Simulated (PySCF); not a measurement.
(3Z)-4-fluoropenta-1,3-diene (C₅H₇F), SMILES C/C(=C/C=C)F. Geometry optimised at PBE-D3(BJ)/def2-SVP. The values are those of a single conformer.

Question: Give the equilibrium geometry at PBE-D3(BJ)/def2-SVP (PySCF confirms it by a frequency run) as bond lengths and angles, and its point group. (An estimate is asked for; the answer gives what the named calculation found.)

Answer: Several could match; the one computed here: point group Cs.
Atoms: C1 C2 C3 C4 C5 F6 H7 H8 H9 H10 H11 H12 H13. Bonded distances (Å): C1–C2 1.354, C1–H7 1.103, C1–H8 1.100, C2–C3 1.451, C2–H9 1.103, C3–C4 1.356, C3–H10 1.102, C4–C5 1.489, C4–F6 1.356, C5–H11 1.111, C5–H12 1.105, C5–H13 1.111. Angles (°): C2–C1–H7 121.4, C2–C1–H8 121.4, H7–C1–H8 117.2, C1–C2–C3 124.6, C1–C2–H9 119.4, C3–C2–H9 116.1, C2–C3–C4 124.6, C2–C3–H10 118.5, C4–C3–H10 116.9, C3–C4–C5 128.1, C3–C4–F6 119.4, C5–C4–F6 112.5, C4–C5–H11 110.6, C4–C5–H12 111.1, C4–C5–H13 110.6, H11–C5–H12 108.8, H11–C5–H13 106.7, H12–C5–H13 108.8.
Charge 0, spin multiplicity 1.
